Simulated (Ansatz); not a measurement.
GaH3O2S (`[OH][Ga]([OH])[SH]`). The species carries charge 0 and has multiplicity 1.

```csv
atom,x (Å),y (Å),z (Å)
O1,0.602,1.574,-0.594
Ga2,0.180,-0.107,-0.216
O3,0.987,-1.309,-1.238
S4,-1.217,-0.714,1.370
H5,0.163,2.225,-0.045
H6,0.760,-2.217,-1.027
H7,-1.475,0.549,1.750
```

**Question.** List the harmonic frequencies (cm⁻¹, unscaled) at PBE0-D4/def2-TZVP in Ansatz. (Best estimate.)

**Answer.** Computed: 137, 164, 180, 189, 293, 328, 400, 685, 699, 730, 834, 866, 2715, 3910, 3914.

**Question.** Is this a minimum?

**Answer.** Yes, all 15 modes are real.

**Question.** Give the ideal-gas thermochemistry at 298.15 K and 1 bar (rigid rotor, harmonic oscillator; point group Cs, symmetry number 1).

**Answer.** Zero-point energy 96.0 kJ/mol; H(298) − E = 116.5 kJ/mol; entropy 344.0 J/(mol·K), of which translation 170.2, rotation 111.6, vibration 62.2; G(298) − E = 14.0 kJ/mol.

**Question.** And at 400, 500, 600, 800 and 1000 K?

**Answer.** 
| T (K) | H − E (kJ/mol) | S (J/mol/K) | G − E (kJ/mol) |
| --- | --- | --- | --- |
| 400 | 127.3 | 374.9 | -22.7 |
| 500 | 138.7 | 400.4 | -61.5 |
| 600 | 150.7 | 422.2 | -102.7 |
| 800 | 175.7 | 458.2 | -190.9 |
| 1000 | 201.9 | 487.4 | -285.5 |
